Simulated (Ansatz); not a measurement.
Consider the ligand exchange at the Al–C bond: `[CH3][AlH][CH2][GaH2]` + `C[SiH2]N` → `[CH3][AlH][NH][SiH2]C` + `[CH3][GaH2]`.

Isolated molecules relaxed with PBE0-D4/def2-TZVP in Ansatz; ΔE leaves out vibrations. CCSD(T)/CBS adds triple-zeta CCSD(T) − MP2 to the extrapolated MP2 energy (def2 sets, frozen cores). Functionals use def2-TZVPP. For Ga outer-core shells are correlated without core-valence functions, which leaves a few kJ/mol of doubt a bond. Scalar relativity is left out up to krypton. One conformer a species, not always the lowest.

`[CH3][AlH][CH2][GaH2]`:

Z-matrix (Å, degrees):
```
C
Al 1 1.952
H 1 1.096 2 110.7
H 1 1.096 2 111.0 3 117.5
H 1 1.093 2 113.2 3 -121.2
C 2 1.945 1 121.3 3 122.7
H 2 1.593 1 119.8 3 -56.0
Ga 6 1.953 2 115.8 1 -85.2
H 6 1.096 2 107.3 1 34.3
H 6 1.095 2 108.2 1 153.5
H 8 1.572 6 120.3 2 -91.2
H 8 1.573 6 119.8 2 87.2
```

`C[SiH2]N`:

```xyz
10

C     0.113    0.207   -1.379
Si   -0.214    0.488    0.442
N     0.077   -0.849    1.486
H    -0.102    1.114   -1.952
H    -0.514   -0.597   -1.773
H     1.158   -0.062   -1.556
H    -1.644    0.865    0.609
H     0.659    1.600    0.910
H    -0.551   -1.634    1.503
H     1.017   -1.131    1.710
```

`[CH3][AlH][NH][SiH2]C`:

Cartesian coordinates in Å:
```
C 1.580 2.807 -0.322
Al 0.933 1.226 0.618
N -0.395 0.261 -0.083
Si -1.175 -1.149 0.540
C -0.945 -2.653 -0.545
H 1.086 2.965 -1.284
H 1.426 3.708 0.282
H 2.657 2.740 -0.506
H 1.530 0.727 1.998
H -0.765 0.587 -0.968
H -0.591 -1.399 1.885
H -2.642 -0.920 0.701
H -1.357 -2.483 -1.544
H 0.114 -2.900 -0.653
H -1.457 -3.519 -0.117
```

`[CH3][GaH2]`:

Cartesian coordinates in Å:
```
C -0.860 -0.178 -0.219
Ga 1.018 0.192 0.231
H -1.499 0.533 0.316
H -1.061 -0.070 -1.286
H -1.156 -1.178 0.105
H 1.615 -0.309 1.599
H 1.941 1.011 -0.746
```

| level | ΔE (eV) |
| --- | --- |
| BLYP-D4 | -0.92 |
| r2SCAN | -0.89 |
| r2SCAN0 | -0.89 |
| CAM-B3LYP | -0.94 |
| LC-ωPBE | -0.87 |
| CCSD(T)/def2-SVP | -0.99 |
| CCSD(T)/def2-TZVPP | -0.92 |
| SCS-MP2/def2-QZVPP | -0.93 |

Q: What does CCSD(T)/CBS give? (An estimate is asked.)

A: The calculation gave: -0.89 eV. The listed levels differ from it by -0.03, 0.00, 0.00, -0.05, 0.02, -0.10, -0.03, -0.04 eV.

Largest T1 diagnostic among the species: 0.012.

In def2-TZVPP, CCSD(T) changes the Hartree–Fock value by +0.07 eV (the triples alone add +0.01 eV) and MP2 by +0.06 eV. From BLYP to BHLYP (50 % exact exchange), in def2-TZVPP and without D4, ΔE moves by −0.04 eV.
